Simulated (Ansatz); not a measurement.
CH₉N₃Si, SMILES NC[SiH](N)N.

Geometry: r2SCAN-D4/def2-SVP. The structure was generated by enumeration, and PubChem lists no compound with its InChIKey, so it may never have been made. One conformer was computed; it need not be the lowest.

Two levels are set side by side: PBE/def2-TZVPD (Ansatz, an electronic-structure program) and CAM-B3LYP/def2-TZVPD (Ansatz). Energy differences of separate SCF runs at the same geometry; the states with an electron removed or added have multiplicity 2 and 2. Differences are taken from unrounded values.

```csv
quantity,CAM-B3LYP
vertical ionisation energy (eV),8.60
vertical singlet–triplet gap (eV),5.42
```

### Question
What does PBE give, and how far is it from CAM-B3LYP? (The exact figures need the calculation; the answer reports its results.)

### Answer

```json
[
 {"quantity": "vertical ionisation energy (eV)", "PBE": "7.99", "PBE minus CAM-B3LYP": "-0.61"},
 {"quantity": "vertical singlet–triplet gap (eV)", "PBE": "4.62", "PBE minus CAM-B3LYP": "-0.80"}
]
```
